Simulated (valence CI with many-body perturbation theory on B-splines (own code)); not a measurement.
**A CI+MBPT run for W⁶⁷⁺**

Calculated by relativistic CI+MBPT: five valence electrons over a frozen Dirac-Fock core [He], radial functions for each j: 9 s, 9 p, 8 d, 6 f, 3 g, 1 h, with the one-electron correlation potential Σ1 (screened to all orders), the two-electron term Σ2, the three-electron term Σ3, Breit, model QED; selected single and double excitations, second order for the rest (own B-spline code, finite nucleus).

Command, and the settings that its task file holds:

```sh
python run_cv.py task.json out
```

```
atom W  Z=74  mass_number=184  rms_radius_fm=5.3658
core [He]
valence 2s2 2p3
avg = 1
basis = M
breit = 1
cap = 40000
capref = 1200
cscale = 1
de = 0.0
dress = 0
eps = 2e-08
h = 0.27
hh = 1
l2 = 3
lcore = 6
maxit = 60
n2 = 5
natural = 1
nlev = 45
nno = [5, 5, 5, 4, 2, 1]
nroot = 26
nsp = [4, 4, 3, 2, 1, 0]
pt2 = 1
qed = 1
rpa = 1
s1 = 1
s2 = 1
s3 = 1
screen = 1
tol = 2e-05
```

(1) Roughly how long does this run take on one core of Arm Neoverse V1, and how much memory?

Log. The first blocks belong to the next ion, which gives the ionisation energy. Fields: 2J, parity (1 odd), roots, reference size, generating configurations, candidates as configurations/state functions, variational space P, stored matrix elements, Davidson steps; e2 is the range of second-order energies in hartree. The first line gives the box (bohr), its intervals, the orbitals and the steps of their self-consistent field. Window is the range of levels sought, series limit the energy at which the first omitted orbital would enter, core excitation an estimate of the first excitation out of the core, left out the lowest levels not solved, and shifts from estimates the range by which levels moved from their first estimate, all in cm⁻¹.

```
rmax 1.2 intervals 54 orbitals 63 references ['2s2 2p3', '2s 2p4', '2p5'] scf 2 t 0.4
2J=0 par=0 roots 2 ref 28 generators 3 cand 3355/4621 P 2001/2843 nnz 1.1e+06 it 4
2J=0 par=0 roots 2 ref 28 generators 4 cand 1380/1806 P 2334/3326 nnz 1.4e+06 it 4
   second order: generators 5 cand 2665/4523 e2 -0.00001 -0.00000
reference levels 619, estimated 422, window 87444085 1/cm; series limit 112343279, core excitation 474092881
2J=3 par=1 roots 16 ref 100 generators 15 cand 27641/205106 P 2055/8000 nnz 5.2e+06 it 5
2J=3 par=1 roots 16 ref 100 generators 20 cand 27385/209371 P 7318/39989 nnz 7.7e+07 it 9
   second order: generators 24 cand 26246/207684 e2 -0.00524 -0.00092
2J=5 par=1 roots 10 ref 85 generators 11 cand 26680/242759 P 1874/7999 nnz 5.7e+06 it 5
2J=5 par=1 roots 10 ref 85 generators 13 cand 27346/250902 P 6419/39986 nnz 8.5e+07 it 5
   second order: generators 20 cand 27822/259819 e2 -0.00426 -0.00218
2J=1 par=1 roots 11 ref 66 generators 14 cand 24914/119551 P 2803/7996 nnz 4.3e+06 it 5
2J=1 par=1 roots 11 ref 66 generators 17 cand 23446/115260 P 10123/39995 nnz 7.2e+07 it 7
   second order: generators 24 cand 24031/124315 e2 -0.00107 -0.00014
2J=5 par=0 roots 12 ref 75 generators 12 cand 27494/234060 P 2017/7990 nnz 5.7e+06 it 7
2J=5 par=0 roots 12 ref 75 generators 17 cand 28112/253687 P 6705/40000 nnz 8.3e+07 it 8
   second order: generators 21 cand 26048/248130 e2 -0.00532 -0.00221
2J=1 par=0 roots 12 ref 61 generators 13 cand 23301/108809 P 2837/7998 nnz 4.4e+06 it 6
2J=1 par=0 roots 12 ref 61 generators 19 cand 23464/115300 P 10310/39997 nnz 7.1e+07 it 5
   second order: generators 25 cand 21723/105972 e2 -0.00110 -0.00011
2J=3 par=0 roots 15 ref 85 generators 12 cand 26814/194374 P 1975/8000 nnz 5.4e+06 it 7
2J=3 par=0 roots 15 ref 85 generators 17 cand 27458/209399 P 7198/40000 nnz 7.9e+07 it 9
   second order: generators 22 cand 25601/201633 e2 -0.00488 -0.00145
2J=7 par=1 roots 5 ref 54 generators 7 cand 21753/220606 P 1856/7999 nnz 5.8e+06 it 5
2J=7 par=1 roots 5 ref 54 generators 8 cand 21397/217402 P 5951/39974 nnz 9.6e+07 it 5
   second order: generators 12 cand 20592/203913 e2 -0.00239 -0.00143
2J=7 par=0 roots 5 ref 40 generators 6 cand 20900/206769 P 1893/7999 nnz 5.7e+06 it 5
2J=7 par=0 roots 5 ref 40 generators 8 cand 21299/217203 P 5806/39976 nnz 9.7e+07 it 5
   second order: generators 11 cand 18204/187320 e2 -0.00233 -0.00125
2J=9 par=0 roots 2 ref 18 generators 4 cand 12908/124562 P 1724/7993 nnz 7e+06 it 4
2J=9 par=0 roots 2 ref 18 generators 5 cand 12635/120680 P 5505/39313 nnz 1.4e+08 it 5
   second order: generators 6 cand 11334/142967 e2 -0.00021 -0.00007
2J=9 par=1 roots 2 ref 22 generators 3 cand 11460/120567 P 1721/7987 nnz 6.3e+06 it 4
2J=9 par=1 roots 2 ref 22 generators 3 cand 10445/115100 P 5101/39995 nnz 1.3e+08 it 5
   second order: generators 4 cand 7727/84688 e2 -0.00040 -0.00021
left out: unestimated 105028051, estimated 95953843, shifts from estimates -170 to 202
operators 0.2
```

The Davidson iterations converged.

The last digits are not significant, and no measured levels were compared; by estimate large intervals hold to a few tenths of a per cent, small ones and those within an open d or f shell to about a per cent. Among the levels kept, up to 1200 cm⁻¹ of a level comes from second order outside the variational space, and about a tenth of that is noise between levels of different J, which matters for small intervals.

```yaml
Valence_energy: -3414.892 hartree
Ionisation_energy: "16635 eV (NIST: 16588 ± 11 eV (semi-empirical))"
Reference_configurations_for_the_orbitals: 2s2 2p3, 2s 2p4, 2p5
Radial_orbitals: 63
Box_radius: 1.24 bohr
Largest_variational_space: 40000
Lowest_levels: (2s^2 2p1/2^2 2p3/2) J=3/2 0.0, (2s^2 2p1/2 2p3/2^2) J=3/2 1387.7, (2s^2 2p1/2 2p3/2^2) J=5/2 1410.8, (2s^2 2p1/2 2p3/2^2) J=1/2 1463.5, (2s 2p1/2^2 2p3/2^2) J=5/2 1734.1, (2s 2p1/2^2 2p3/2^2) J=1/2 1840.3, (2s 2p1/2^2 2p3/2^2) J=3/2 1841.6, (2s^2 2p3/2^3) J=3/2 2854.2, (2s 2p1/2 2p3/2^3) J=3/2 [a] 3149.6, (2s 2p1/2 2p3/2^3) J=5/2 3190.8, (2s 2p1/2 2p3/2^3) J=1/2 3256.1, (2s 2p1/2 2p3/2^3) J=3/2 [b] 3264.2, (2p1/2^2 2p3/2^3) J=3/2 3646.5, (2s 2p3/2^4) J=1/2 4662.3 eV
```

Levels are named by their leading jj configuration (3d3/2^4 stands for four electrons in 3d with j = 3/2), which in mixed levels can hold well under half, so a name can repeat and another be missing. Letters in brackets count levels of one name in rising energy.

Answers

(1) 2.9 min on 1 thread of Arm Neoverse V1 (shared host), peak memory 1.2 GiB.
